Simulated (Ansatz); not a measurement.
Consider the redistribution: `O[SiH](O)[SiH2]Cl` + `CN(C)[SiH3]` → `C[SiH](O)O` + `CN([SiH3])[SiH2]Cl`.

Calculated with Ansatz (gas phase, PBE0-D4/def2-TZVP geometries, no zero-point term in ΔE). CCSD(T)/CBS adds triple-zeta CCSD(T) − MP2 to the extrapolated MP2 energy (def2 sets, frozen cores). Each species was taken in one conformer, which may not be the lowest.

| species | CCSD(T)/def2-TZVPP energy (Eh) |
| --- | --- |
| `O[SiH](O)[SiH2]Cl` | -1191.25570 |
| `CN(C)[SiH3]` | -425.20102 |
| `C[SiH](O)O` | -481.08245 |
| `CN([SiH3])[SiH2]Cl` | -1135.43910 |

Q: Work out ΔE.

A: ΔE = (-481.08245) + (-1135.43910) − (-1191.25570) − (-425.20102) = -0.06483 Eh = -1.76 eV. CCSD(T)/CBS gives -1.77 eV.

Largest T1 diagnostic among the species: 0.011.

The D4 term adds −0.03 eV with B3LYP and −0.02 eV with PBE0; it sums over pairs of atoms, weighted by their polarisabilities, and B3LYP, whose exchange is more repulsive, gets the larger term. From PBE to PBE0 (25 % exact exchange), in def2-TZVPP and without D4, ΔE moves by −0.08 eV.

B3LYP here is the variant with VWN-RPA as its local correlation; programs differ in this.
